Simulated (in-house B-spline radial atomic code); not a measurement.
**Ionising Ti3+ with different functionals**

Computed with a radial B-spline atomic code at the basis-set limit: non-relativistic Hamiltonian, point nucleus, spin-polarised at highest spin, spherical fractional occupations for the functionals, the average over the highest-spin determinants for Hartree-Fock. The ionisation energy is the difference of two self-consistent energies, [Ar] 3d1 → [Ne] 3s2 3p6, without Breit or QED terms; ε is the level of the shell that loses the electron (its least bound occupied spin orbital).

Hybrids are left out here: with spherical fractional occupations of an open shell their exact exchange keeps a self-interaction that integer-occupation calculations don't have.

```tsv
method	rung	ΔSCF (eV)	-ε(3d) (eV)
Hartree-Fock	Hartree-Fock	?	?
LDA VWN5	LDA	44.02	35.59
LDA PW92	LDA	44.01	35.58
LDA exchange-only	LDA	42.37	34.07
PBE	GGA	43.76	35.37
PBEsol	GGA	43.73	35.33
BLYP	GGA	43.73	35.32
RPBE	GGA	43.70	35.30
PW91	GGA	43.89	35.47
BP86	GGA	43.80	35.39
AM05	GGA	43.73	35.32
OLYP	GGA	43.92	35.50
TPSS	meta-GGA	?	?
SCAN	meta-GGA	43.10	34.90
r2SCAN	meta-GGA	43.16	34.96
M06-L	meta-GGA	43.01	34.62
revTPSS	meta-GGA	43.34	35.00
```

Problem. What does Hartree-Fock give?

Solution. ΔSCF 42.41 eV, and -ε(3d) = 43.35 eV.

Problem. What does TPSS give?

Solution. ΔSCF 43.52 eV, and -ε(3d) = 35.15 eV.

Problem. How do they compare with the NIST value?

Solution. NIST lists 43.267 eV (measured, ground level to ground level). Errors run from -0.89 to +0.75 eV; revTPSS is closest (+0.07 eV), but part of that can be cancellation, since the calculations leave out relativity, Breit-QED terms, multiplet and fine-structure energies. Hartree-Fock also lacks correlation.
